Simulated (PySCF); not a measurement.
Li₂, charge +1, doublet, at a GFN2-xTB geometry (such geometries of metal compounds can be far from the true shape) (a state made from the parent by changing its charge; the spin is typed, not shown lowest); B3LYP/6-31G (PySCF).

Input for PySCF:
```python
from pyscf import gto, scf, dft

mol = gto.M(
    atom='''
Li   -0.000000   -0.000000   -1.370322
Li    0.000000    0.000000    1.370322
''',
    basis='6-31g',
    charge=1,
    spin=1,
    verbose=5,
)

mf = dft.UKS(mol)
mf.xc = 'b3lyp'
mf.kernel()
mo_i, mo_e, stable_i, stable_e = mf.stability(internal=True, external=False, return_status=True, nroots=6, tol=1e-6)
print('internally stable:', stable_i, ' externally stable:', stable_e)
if not stable_i:
    umf = mf.copy()
    umf.scf_summary = {}
    umf.kernel(umf.make_rdm1(mo_i, mf.mo_occ))
```

It wrote (shortened):

```
PySCF version 2.14.0

[INPUT] verbose = 5
[INPUT] max_memory = 4000
[INPUT] num. atoms = 2
[INPUT] num. electrons = 5
[INPUT] charge = 1
[INPUT] spin (= nelec alpha-beta = 2S) = 1
[INPUT] symmetry False subgroup None
[INPUT] Mole.unit = angstrom
[INPUT] Symbol           X                Y                Z      unit          X                Y                Z       unit  Magmom
[INPUT]  1 Li     0.000000000000   0.000000000000  -1.370322000000 AA    0.000000000000   0.000000000000  -2.589533282466 Bohr   0.0
[INPUT]  2 Li     0.000000000000   0.000000000000   1.370322000000 AA    0.000000000000   0.000000000000   2.589533282466 Bohr   0.0
[INPUT] ---------------- BASIS SET ----------------
[INPUT] l, kappa, [nprim/nctr], expnt,             c_1 c_2 ...
[INPUT] Li
[INPUT] 0    0    [6    /1   ]  642.41892         0.0021426
                                96.798515         0.0162089
                                22.091121         0.0773156
                                6.2010703         0.245786
                                1.9351177         0.470189
                                0.6367358         0.3454708
[INPUT] 0    0    [3    /1   ]  2.3249184         -0.0350917
                                0.6324306         -0.1912328
                                0.0790534         1.0839878
[INPUT] 0    0    [1    /1   ]  0.035962             1
[INPUT] 1    0    [3    /1   ]  2.3249184         0.0089415
                                0.6324306         0.1410095
                                0.0790534         0.9453637
[INPUT] 1    0    [1    /1   ]  0.035962             1

nuclear repulsion = 1.73776488237071
number of shells = 10
number of NR pGTOs = 44
number of NR cGTOs = 18
basis = 6-31g
ecp = {}

******** <class 'pyscf.dft.uks.UKS'> ********
method = UKS
initial guess = minao
damping factor = 0
level_shift factor = 0
DIIS = <class 'pyscf.scf.diis.CDIIS'>
diis_start_cycle = 1
diis_space = 8
diis_damp = 0
SCF conv_tol = 1e-09
SCF conv_tol_grad = None
SCF max_cycles = 50
direct_scf = True
direct_scf_tol = 1e-13
number electrons alpha = 3  beta = 2
XC library pyscf.dft.libxc version 7.1.2
    S. Lehtola, C. Steigemann, M. J. T. Oliveira, and M. A. L. Marques,  SoftwareX 7, 1–5 (2018)
XC functionals = b3lyp
    P. J. Stephens, F. J. Devlin, C. F. Chabalowski, and M. J. Frisch,  J. Phys. Chem. 98, 11623 (1994)
radial grids:
    Treutler-Ahlrichs [JCP 102, 346 (1995); DOI:10.1063/1.469408] (M4) radial grids

becke partition: Becke, JCP 88, 2547 (1988); DOI:10.1063/1.454033
pruning grids: <function nwchem_prune>
grids dens level: 3
symmetrized grids: False
atomic radii adjust function: <function treutler_atomic_radii_adjust>
small_rho_cutoff = 0
Set gradient conv threshold to 3.16228e-05
atom Li rad-grids = 75, ang-grids = [ 50  50  50  50  50  50  50  50  50  50  50  50  50  50  50  50  50  50
  50  50  50  50  50  50  86  86  86  86  86  86  86  86  86  86 266 266
 266 266 266 266 266 302 302 302 302 302 302 302 302 302 302 302 302 302
 302 302 302 302 302 302 302 302 266 266 266 266 266 266 266 266 266 266
 266 266 266]
tot_boxes 1053, boxes in each direction [ 7  7 11]
Padding 4 grids
tot grids = 27448
nelec by numeric integration = [2.99885194 2.99885194]
E1 = -22.87611015174153  E2 = 6.155040365145964  Ecoul = 9.83571056852251  Exc = -3.680670203376546
init E= -14.9833049042249
cond(S) = 734.7410787507439

  alpha mo_energy =
[-2.03252482 -2.0322463  -0.1552626  -0.07138979 -0.04662755 -0.04662755
 -0.02933925  0.01150491  0.01150491  0.06130088  0.08581181  0.09333106
  0.09333106  0.12848178  0.13327144  0.13327144  0.15169213  0.36342098]
  beta  mo_energy =
[-2.03252482 -2.0322463  -0.1552626  -0.07138979 -0.04662755 -0.04662755
 -0.02933925  0.01150491  0.01150491  0.06130088  0.08581181  0.09333106
  0.09333106  0.12848178  0.13327144  0.13327144  0.15169213  0.36342098]
multiplicity <S^2> = 0.75  2S+1 = 2
nelec by numeric integration = [2.9999999  1.99999988]
E1 = -21.62027910212018  E2 = 5.0747068457271425  Ecoul = 8.620240204266917  Exc = -3.5455333585397746
cycle= 1 E= -14.8078073740223  delta_E= 0.175  |g|= 0.0417  |ddm|= 0.548
  alpha mo_energy =
[-2.26467634e+00 -2.26439447e+00 -3.63351712e-01 -2.18772743e-01
 -2.13110022e-01 -2.13110022e-01 -1.83861777e-01 -1.36306931e-01
 -1.36306931e-01 -6.37573653e-02 -4.80734615e-02 -4.41391448e-02
 -4.41391448e-02 -9.60435241e-03 -7.17082785e-03 -7.17082785e-03
  2.15843842e-03  2.05920539e-01]
  beta  mo_energy =
[-2.25954165e+00 -2.25927800e+00 -2.75687452e-01 -2.02062224e-01
 -1.79247952e-01 -1.79247952e-01 -1.64629943e-01 -1.18092491e-01
 -1.18092491e-01 -4.94616401e-02 -3.72802149e-02 -3.72802149e-02
 -3.12479118e-02 -3.59023510e-03 -3.59023510e-03 -5.61224777e-04
  7.51608295e-03  2.17729286e-01]
multiplicity <S^2> = 0.75000191  2S+1 = 2.0000019
nelec by numeric integration = [2.99999991 1.99999988]
E1 = -21.72278395599784  E2 = 5.167608342474378  Ecoul = 8.738241399908162  Exc = -3.570633057433784
cycle= 2 E= -14.8174107311528  delta_E= -0.0096  |g|= 0.00812  |ddm|= 0.312
  alpha mo_energy =
[-2.23861542 -2.23831452 -0.34973422 -0.19888951 -0.19618864 -0.19618864
 -0.16412308 -0.12022644 -0.12022644 -0.05117529 -0.03618261 -0.03246299
 -0.03246299  0.00253703  0.00434819  0.00434819  0.0169494   0.21920722]
  beta  mo_energy =
[-2.23339067 -2.23313343 -0.25040286 -0.19071936 -0.1629473  -0.1629473
 -0.14781786 -0.106053   -0.106053   -0.04149512 -0.02618313 -0.02618313
 -0.02101442  0.00647197  0.00647197  0.00909787  0.01979245  0.23412423]
multiplicity <S^2> = 0.7500024  2S+1 = 2.0000024
nelec by numeric integration = [2.99999991 1.99999988]
E1 = -21.73347775632219  E2 = 5.178018323545441  Ecoul = 8.751723839265328  Exc = -3.5737055157198867
cycle= 3 E= -14.817694550406  delta_E= -0.000284  |g|= 0.00106  |ddm|= 0.045
  alpha mo_energy =
[-2.2386632  -2.23835944 -0.34913157 -0.19657801 -0.19553141 -0.19553141
 -0.16135637 -0.11927727 -0.11927727 -0.04862298 -0.03560615 -0.03231455
 -0.03231455  0.00268278  0.0045507   0.0045507   0.01734431  0.21905884]
  beta  mo_energy =
[-2.23351494 -2.23325817 -0.24974409 -0.19017381 -0.16252384 -0.16252384
 -0.14692604 -0.10582467 -0.10582467 -0.04198321 -0.02583183 -0.02583183
 -0.02118661  0.00628862  0.00628862  0.00946751  0.02016008  0.23440321]
multiplicity <S^2> = 0.75000237  2S+1 = 2.0000024
nelec by numeric integration = [2.99999991 1.99999988]
E1 = -21.73436077654928  E2 = 5.178895020222502  Ecoul = 8.752931510179424  Exc = -3.5740364899569226
cycle= 4 E= -14.8177008739561  delta_E= -6.32e-06  |g|= 0.000149  |ddm|= 0.00718
  alpha mo_energy =
[-2.23861536 -2.23831136 -0.34906112 -0.19627936 -0.19543922 -0.19543922
 -0.16103911 -0.11912563 -0.11912563 -0.04849585 -0.03559611 -0.03232801
 -0.03232801  0.00272246  0.00456679  0.00456679  0.01740871  0.21907264]
  beta  mo_energy =
[-2.23347803 -2.2332214  -0.24963562 -0.19006627 -0.16245882 -0.16245882
 -0.14676049 -0.10577188 -0.10577188 -0.04185627 -0.02583911 -0.02583911
 -0.02110064  0.0063197   0.0063197   0.00948893  0.02024333  0.23443867]
multiplicity <S^2> = 0.75000237  2S+1 = 2.0000024
nelec by numeric integration = [2.99999991 1.99999988]
E1 = -21.73442385330481  E2 = 5.1789579804478425  Ecoul = 8.753027030521416  Exc = -3.5740690500735735
cycle= 5 E= -14.8177009904863  delta_E= -1.17e-07  |g|= 2.35e-06  |ddm|= 0.00132
  alpha mo_energy =
[-2.23861487 -2.23831087 -0.34906223 -0.19628035 -0.19543958 -0.19543958
 -0.16104096 -0.11912555 -0.11912555 -0.04849364 -0.03559424 -0.03232867
 -0.03232867  0.00272487  0.00456824  0.00456824  0.01741015  0.21907593]
  beta  mo_energy =
[-2.2334771  -2.23322047 -0.24963465 -0.19006598 -0.16245786 -0.16245786
 -0.14676045 -0.10577062 -0.10577062 -0.04185945 -0.02583964 -0.02583964
 -0.02110349  0.00631853  0.00631853  0.00948763  0.02024247  0.23444076]
multiplicity <S^2> = 0.75000237  2S+1 = 2.0000024
nelec by numeric integration = [2.99999991 1.99999988]
E1 = -21.734421755660627  E2 = 5.178955882783933  Ecoul = 8.75302442323058  Exc = -3.5740685404466457
cycle= 6 E= -14.817700990506  delta_E= -1.97e-11  |g|= 9.82e-08  |ddm|= 2.29e-05
  alpha mo_energy =
[-2.23861514 -2.23831114 -0.34906227 -0.19628022 -0.19543966 -0.19543966
 -0.16104068 -0.11912552 -0.11912552 -0.04849311 -0.0355941  -0.03232876
 -0.03232876  0.00272481  0.00456819  0.00456819  0.01740999  0.21907572]
  beta  mo_energy =
[-2.2334774  -2.23322077 -0.24963488 -0.19006596 -0.16245801 -0.16245801
 -0.14676044 -0.10577074 -0.10577074 -0.04185877 -0.02583966 -0.02583966
 -0.02110302  0.00631872  0.00631872  0.00948772  0.02024254  0.23444054]
multiplicity <S^2> = 0.75000237  2S+1 = 2.0000024
nelec by numeric integration = [2.99999991 1.99999988]
E1 = -21.734421793276304  E2 = 5.178955920399584  Ecoul = 8.753024475738146  Exc = -3.574068555338562
Extra cycle  E= -14.817700990506  delta_E= -2.49e-14  |g|= 9.76e-09  |ddm|= 4.95e-07
converged SCF energy = -14.817700990506  <S^2> = 0.75000237  2S+1 = 2.0000024
nelec by numeric integration = [2.99999991 1.99999988]
davidson 0 1  |r|= 0.848  e= [0.54699518]  max|de|= 0.547  lindep= 0.511
Old state -> New state
    0     ->     1
davidson 1 2  |r|= 0.768  e= [0.36178109 0.64271901]  max|de|= -0.185  lindep= 0.98
Old state -> New state
    0     ->     1
    0     ->     2
    1     ->     3
davidson 2 4  |r|= 0.753  e= [0.27706652 0.32659266 0.46572184 0.64658693]  max|de|= 0.277  lindep= 0.367
Old state -> New state
    2     ->     0
    0     ->     1
    0     ->     2
    1     ->     3
    3     ->     4
    2     ->     5
davidson 3 8  |r|=  0.5  e= [0.23135343 0.24278393 0.29137733 0.33046079 0.56036776 0.66440655]  max|de|= 0.664  lindep= 0.714
Old state -> New state
    5     ->     3
    3     ->     4
    4     ->     5
davidson 4 14  |r|= 0.357  e= [0.23025799 0.23904371 0.28975235 0.29800408 0.32794701 0.54579862]  max|de|= 0.298  lindep= 0.436
Old state -> New state
    3     ->     2
    2     ->     3
    3     ->     5
davidson 5 20  |r|= 0.305  e= [0.23021771 0.23902761 0.23961785 0.28978548 0.32776059 0.37513068]  max|de|= 0.375  lindep= 0.526
root 1 converged  |r|= 2.16e-05  e= 0.23902710787457  max|de|= -4.98e-07
davidson 6 26  |r|= 0.0311  e= [0.23021443 0.23902711 0.23902963 0.2897831  0.32775914 0.32807724]  max|de|= -0.0471  lindep= 0.682
root 0 converged  |r|= 2.51e-06  e= 0.2302144162184761  max|de|= -1.18e-08
root 3 converged  |r|= 2.27e-06  e= 0.2897830919948292  max|de|= -8.63e-09
root 4 converged  |r|= 1.05e-06  e= 0.3277591358126775  max|de|= -1.6e-09
davidson 7 31  |r|= 0.000556  e= [0.23021442 0.23902711 0.23902711 0.28978309 0.32775914 0.32775922]  max|de|= -0.000318  lindep= 0.991
root 2 converged  |r|= 3.78e-05  e= 0.23902710811387368  max|de|= 7.77e-16
root 5 converged  |r|= 0.000556  e= 0.3277592161481729  max|de|= -3.39e-15
converged 8 6  |r|= 0.000556  e= [0.23021442 0.23902711 0.23902711 0.28978309 0.32775914 0.32775922]  max|de|= -3.39e-15
uhf_internal: lowest eigs of H = [0.23021442 0.23902711 0.23902711 0.28978309 0.32775914 0.32775922]
<class 'pyscf.dft.uks.UKS'> wavefunction is stable in the internal stability analysis
internally stable: True  externally stable: None
```
